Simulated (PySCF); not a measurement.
**Working out the ionisation energy of Mn⁺**

Mn⁺ [Ar] 3d5 4s1 (7S) → Mn²⁺ [Ar] 3d5 (6S). All numbers are calculated (PySCF 2.14, scalar relativity by spin-free X2C-1e, in cc-pVDZ-DK). Frozen: [Ar]. Energies in hartree (1 hartree = 27.21139 eV):

| part | Mn⁺ (lower) | Mn²⁺ (upper) |
| --- | --- | --- |
| UHF | -1157.160677 | -1156.613647 |
| MP2 opposite-spin | 0.000000 | 0.000000 |
| MP2 same-spin | -0.068392 | -0.054051 |

Question: What does Hartree-Fock give?

Answer: (-1156.613647) − (-1157.160677) = 0.547030 hartree = 14.885 eV.

Question: What do MP2 and SCS-MP2 (6/5 opposite-spin, 1/3 same-spin) give?

Answer: The opposite-spin parts differ by 0.000 eV and the same-spin parts by 0.390 eV. MP2: 14.885 + (0.000) + (0.390) = 15.275 eV. SCS-MP2: 14.885 + 1.2 × (0.000) + (0.390)/3 = 15.015 eV.

Measured between the centres of the two terms (NIST): 15.640 eV, so MP2 (valence) is off by -0.365 eV.

A double-zeta basis recovers only part of the correlation energy.

What remains against the reference includes basis incompleteness, the frozen core and correlation beyond second order.
